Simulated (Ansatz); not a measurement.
Saddle point of SiH₅BrO, singlet (SiH₄O ([OH][SiH3]) + HBr → SiH₃BrO ([OH][SiH2][Br]) + H₂; bonds formed: Si1–Br7, H2–H6; bonds broken: Si1–H2, H6–Br7), PBE0-D4/def2-TZVP structure:

```
8
angstrom
Si 0.1158 0.5564 -0.2077
H 0.4570 -0.7564 -1.2909
H 1.2108 1.2078 -0.9680
H -1.1849 1.0722 -0.6544
O 0.7005 0.5930 1.2985
H -0.1050 -1.1612 -0.7629
Br -1.3836 -1.5717 0.6649
H 0.1892 0.0598 1.9205
```

Energies are electronic, without zero-point energy. Barriers and step energies count from the start structure reached by relaxing down the imaginary mode; all methods use the PBE0-D4 structures, on which another method's saddle can fall below an end. Program: Ansatz 0.2.0. Basis: def2-TZVPP, with def2-QZVPP for the basis limit. Cores are frozen in the correlated methods. Filled d shells of the heavier atoms are correlated. The def2 sets are not built for correlating such inner shells, so the correlated values are less sure here. B3LYP uses VWN-RPA correlation. Extrapolation: Hartree–Fock as exp(−7.88 √X), correlation as X^−2.97.

```json
{"method": "SPW92", "barrier (kcal/mol)": "16.28", "step energy (kcal/mol)": "-16.38"}
{"method": "PBE-D4", "barrier (kcal/mol)": "21.63", "step energy (kcal/mol)": "-18.52"}
{"method": "BLYP-D4", "barrier (kcal/mol)": "25.87", "step energy (kcal/mol)": "-17.86"}
{"method": "r2SCAN-D4", "barrier (kcal/mol)": "23.72", "step energy (kcal/mol)": "-19.50"}
{"method": "B97M-V", "barrier (kcal/mol)": "28.87", "step energy (kcal/mol)": "-17.25"}
{"method": "PBE0-D4", "barrier (kcal/mol)": "?", "step energy (kcal/mol)": "-18.60"}
{"method": "B3LYP-D4", "barrier (kcal/mol)": "28.16", "step energy (kcal/mol)": "-17.85"}
{"method": "r2SCAN0-D4", "barrier (kcal/mol)": "25.89", "step energy (kcal/mol)": "-19.39"}
{"method": "BHLYP-D4", "barrier (kcal/mol)": "31.69", "step energy (kcal/mol)": "-17.95"}
{"method": "CAM-B3LYP-D4", "barrier (kcal/mol)": "30.42", "step energy (kcal/mol)": "-16.91"}
{"method": "wB97X-V", "barrier (kcal/mol)": "30.13", "step energy (kcal/mol)": "-18.12"}
{"method": "wB97M-V", "barrier (kcal/mol)": "28.47", "step energy (kcal/mol)": "-18.68"}
{"method": "B2PLYP", "barrier (kcal/mol)": "29.87", "step energy (kcal/mol)": "-18.21"}
{"method": "PBE-QIDH", "barrier (kcal/mol)": "?", "step energy (kcal/mol)": "-19.16"}
{"method": "RPA on PBE", "barrier (kcal/mol)": "?", "step energy (kcal/mol)": "-16.21"}
{"method": "HF", "barrier (kcal/mol)": "41.63", "step energy (kcal/mol)": "-17.47"}
{"method": "MP2", "barrier (kcal/mol)": "29.64", "step energy (kcal/mol)": "-19.68"}
{"method": "CCSD", "barrier (kcal/mol)": "34.01", "step energy (kcal/mol)": "-16.93"}
{"method": "CCSD(T)", "barrier (kcal/mol)": "31.88", "step energy (kcal/mol)": "-17.39"}
```

**Question.** Fill in the withheld barriers. (An estimate is asked for; the value comes from the calculation.)

**Answer.** The calculation gives: PBE-QIDH 27.85; RPA on PBE 33.81; PBE0-D4 24.86 kcal/mol. Each is the energy of the saddle less that of the start structure, by the same method.

For comparison, the barrier by CCSD(T) at an estimated basis limit (MP2 extrapolated from triple and quadruple zeta, plus CCSD(T) − MP2 in triple zeta) is 29.56 kcal/mol.

The T1 diagnostic stays at or below 0.011.

Labels in which every atom is bracketed show which atoms are joined, not bond orders.

For scale, one of the runs: CCSD(T)/def2-TZVPP, 191 basis functions, launched by `ansatz run in.yaml --threads 4 --pin off --events-out ev --progress --plain --max-ram 9574MiB`. Hardware: 4 CPU threads of an Arm Neoverse V2, shared host. Wall time 54 s; peak host memory 2.1 GiB.
